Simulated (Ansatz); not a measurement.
Cartesian coordinates in Å:
```
Se 0.225 -2.302 0.052
Ge 0.057 0.038 -0.083
Se 0.811 0.932 1.956
Se -2.217 0.584 -0.310
H 1.690 -2.271 -0.072
H 0.878 0.585 -1.264
H 0.812 2.305 1.429
H -2.255 0.129 -1.709
```

Total charge 0; spin multiplicity 1.

(1) List the CAM-B3LYP/def2-TZVPP orbital energies in eV (Ansatz 0.2.0). (An estimate is asked.)

Answers

(1) The calculation gave: Occupied: -12353.05, -12353.05, -12353.05, -10853.51, -1582.23, -1582.23, -1582.23, -1420.45, -1420.45, -1420.45, -1420.43, -1420.43, -1420.42, -1420.36, -1420.36, -1420.36, -1357.70, -1208.66, -1208.66, -1208.64, -214.82, -214.82, -214.82, -172.51, -158.94, -158.94, -158.94, -158.86, -158.86, -158.86, -158.66, -158.66, -158.66, -122.81, -122.81, -122.74, -59.77, -59.77, -59.77, -59.75, -59.75, -59.75, -59.58, -59.58, -59.58, -59.52, -59.52, -59.52, -59.49, -59.49, -59.49, -36.37, -36.37, -36.32, -36.29, -36.29, -22.33, -21.31, -21.31, -16.35, -13.01, -12.56, -12.56, -10.70, -10.36, -10.36, -8.57, -8.57, -8.39. Lowest empty: -0.30, 0.84, 0.90, 0.90, 1.34, 1.34, 2.47, 4.81.
